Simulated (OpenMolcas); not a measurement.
**Re+: effect of the active space**

```
Program             : OpenMolcas
Method              : MS-CASPT2 or its RAS form, IPEA 0.25 Eh, imaginary shift 0.1 Eh
Basis               : ANO-RCC-VDZP
Scalar Hamiltonian  : DKH2, point nucleus
Spin-orbit coupling : RASSI with atomic mean-field integrals over the reference wave functions, term energies averaged over their components
```

A. 6 electrons in 6 orbitals (5d 6s); 2S+1 = 7 even, 1 root; 2S+1 = 5 even, 35 roots; 2S+1 = 3 even, 55 roots; 2S+1 = 1 even, 10 roots; closed shells correlated: 5s 5p; CASPT2 step about 30 core-seconds
B. 6 electrons in 9 orbitals (RAS2 5d 6s; RAS3 6p, at most 2 electrons); 2S+1 = 7 even, 1 root; 2S+1 = 5 even, 35 roots kept (CI in the orbitals of an earlier block); 2S+1 = 3 even, 90 roots kept (CI in the orbitals of an earlier block); 2S+1 = 1 even, 80 roots kept (CI in the orbitals of an earlier block); 2S+1 = 7 odd, 3 roots; 2S+1 = 5 odd, 3 roots kept (CI in the orbitals of an earlier block, 0 in the spin-orbit step); closed shells correlated: 5s 5p; CASPT2 step about 4 core-minutes

Energies in cm⁻¹ above 5d⁵ 6s ⁷S₃, the measured ground level; measured values from NIST Handbook of Basic Atomic Spectroscopic Data.

```tsv
Level	A	B	Measured
5d⁵ 6s ⁷S₃	0.0	0.0	0.0
5d⁵ 6s ⁵S₂ [60 %]	21060	20270	17224
5d⁵ 6s ⁵G₂ [67 %]	22790	22360	18846
5d⁵ 6s ⁵G₄	24180	24080	20463
5d⁵ 6s ⁵G₅	25030	24670	20976
5d⁵ 6s ⁵G₆	25450	24490	20782
5d⁵ 6s ¹S₀ [65 %]	27460	26810
```

Deviations, from unrounded energies. A percentage is the sum of absolute deviations over the sum of measured energies, with the sign that they share, or ± where signs differ.

```json
{"Against measurement": "mean absolute deviation (cm-1)", "Levels": "5", "A": "4000", "B": "3500"}
{"Against measurement": "other terms of the ground configuration (%)", "Levels": "5", "A": "+20.6", "B": "+17.9"}
```

B lies closest to measurement on these levels. The largest miss of B in the table is 5d⁵ 6s ⁵G₆, by +3700 cm-1. The ranking rests on the paired levels alone, and a cruder setting can come out closer through cancelling errors.

The spin-orbit steps hold different terms of 5d⁵ 6s (A lacks among others ¹D, ¹F, ¹G, ¹H, ¹I), which shifts levels as well.

Between A and B the level of the table that moves most is 5d⁵ 6s ⁵G₆, by 960 cm-1 (lowest in B, highest in A). Moves below CASPT2's spread within the term are not significant.

CASPT2 breaks the degeneracy within a term, and the mean is taken; among the terms shown or strongly mixed into the levels shown the widest spread is 420 cm-1 (5d⁵ 6s ⁵G, A). Configurations are named by rounded mean occupations; where the s occupation lies near a half they are strongly mixed, a name can repeat and a true partner stay unpaired. Some terms miss by over 15 % even with CASPT2, which points to a basis or an active space too small for the shells correlated. Blocks of more than 70 roots (2S+1 = 3 even, 1 even) ran without multistate coupling (holds for B). Some high roots are left out of the spin-orbit mixing, which shifts the levels that they would mix with (holds for B). Terms from blocks run as CI alone lack orbitals of their own (holds for B). No level of 5d⁴ 6s² was computed, though it lies in the active space (holds for B). Computed and measured levels are paired by configuration, term and J; levels that our copy of the source lacks, or whose pairing is in doubt (as where it misses far off the trend of its configuration), stay unpaired and out of the deviations. Only configurations of the active space appear. The table leaves out levels that lie high or whose names do not pair safely across all columns.

A share in square brackets marks a mixed level and gives the weight of the term that names it, the lowest over the columns.
